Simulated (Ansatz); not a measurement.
Q: Name a neutral molecule of B, C, Cl, N and H with LUMO energy (ωB97M-V/def2-TZVPP) between 0.80 and 1.10 eV and HOMO–LUMO gap (PBE/def2-TZVPP) between 3.30 and 3.60 eV (Ansatz, PBE0-D4/def2-TZVP geometry).

A: `NCBCl` (0.87 eV, 3.39 eV). Other molecules can fit too; these were computed, each in one conformer that needn't be the lowest.
